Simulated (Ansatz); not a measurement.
```yaml
crystal:
  periodic: [false, false, false]
  atoms:
    - {symbol: C, position_ang: [-0.383225, -0.010140, -0.732548]}
    - {symbol: S, position_ang: [0.604390, -1.507940, -0.153952]}
    - {symbol: Ga, position_ang: [0.393566, 0.306628, 1.006796]}
    - {symbol: H, position_ang: [-1.444860, -0.214627, -0.832010]}
    - {symbol: H, position_ang: [0.037106, 0.459486, -1.616600]}
    - {symbol: H, position_ang: [0.793023, 0.966593, 2.328315]}
basis:
  gaussian: {orbitals: def2-SVPD}
hamiltonian: {xc: {name: SVWN5}}
output: {forces: true}
```

```sh
$ ansatz run in.yaml --threads 2 --pin off --events-out ev --progress --plain --max-ram 4352MiB
```

Output, abridged:

```
Functional definition: SVWN5
1046 factors; their error is unknown
mean field evaluation 1: about -64149.0506 eV, gradient 6.7e1 eV
mean field evaluation 2: about -64111.1773 eV, gradient 1.2e2 eV
mean field evaluation 4: about -64157.2974 eV, gradient 2.0e1 eV
mean field evaluation 8: about -64158.6528 eV, gradient 8.8e-2 eV
mean field evaluation 16: about -64158.6217 eV, gradient 1.5e-5 eV
mean field -64158.62169339 eV, -2357.7858589564 hartree, gradient 1.6e-5 eV, S^2 0.000000; 0 other end points of the search recorded, 0 dependent functions left out
reference -64158.62173796 eV, -2357.7858605943 hartree; 28, 28 occupied and 81, 81 virtual orbitals, 1046 factors
Total energy: -64158.62173796 eV, -2357.7858605943 hartree
Atom 0 at    -0.383225    -0.010140    -0.732548 Å, force     0.379630    -0.090702     0.639214 eV/Å
Atom 1 at     0.604390    -1.507940    -0.153952 Å, force     0.092633    -0.139705     0.054830 eV/Å
Atom 2 at     0.393566     0.306628     1.006796 Å, force    -0.103402     0.067290    -0.137375 eV/Å
Atom 3 at    -1.444860    -0.214627    -0.832010 Å, force    -0.644434    -0.100851    -0.029928 eV/Å
Atom 4 at     0.037106     0.459486    -1.616600 Å, force     0.262625     0.311664    -0.510197 eV/Å
Atom 5 at     0.793023     0.966593     2.328315 Å, force     0.012949    -0.047697    -0.016544 eV/Å
Dipole moment:    -0.102306     0.440415     0.185133 e Å
```

It took 0.9 s on 2 threads of an Arm Neoverse V2 on a shared host, with 0.34 GiB of host memory at the peak.
